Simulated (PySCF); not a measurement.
**Exercise with solution: entropy of an ideal gas**

SbF2, SMILES [F][Sb+][F] (connectivity only; charge and spin as stated), charge +1, multiplicity 1.

The structure is a stationary point at B3LYP-D3(BJ)/def2-TZVP. The multiplicity is an assumed one; other spin states were not compared. The isomer is the one that the SMILES or the coordinates give; other isomers of the formula were not compared. The def2 effective core potentials stand for the cores of Sb; spin–orbit coupling is left out.

B3LYP-D3(BJ)/def2-TZVP (PySCF) gives the harmonic wavenumbers 223, 710, 721 cm⁻¹ and the rotational temperatures 0.5469, 0.3363, 0.2082 K. The molar mass is 159.76 g/mol, the symmetry number 2, the spin multiplicity 1.

Q: Work out the entropy at 298.15 K and 1 atm in the rigid-rotor, harmonic-oscillator model.

A: 
Translation (Sackur–Tetrode at 1 atm): S = R[1.5 ln M + 2.5 ln T − 1.16487] = 172.0 J/(mol K).
Rotation: q = (√π/σ) T^1.5/√(θA θB θC) = 23300, S = R[ln q + 3/2] = 96.1 J/(mol K).
Vibration: with u = 1.4388 ν/T, each mode gives R[u/(e^u − 1) − ln(1 − e^−u)]:
| ν (cm⁻¹) | modes | u | S (J/(mol K)) |
|---|---|---|---|
| 223 | 1 | 1.08 | 8.09 |
| 710 | 1 | 3.43 | 1.23 |
| 721 | 1 | 3.48 | 1.18 |
These are all the modes. Sum 10.5 J/(mol K).
Spin: R ln 1 = 0.0 J/(mol K).
Total 278.6 J/(mol K); the program's own thermochemistry gives 278.6. Translation makes up 62 % and vibration 4 %. Anharmonicity, hindered rotation and orbital degeneracy are left out.
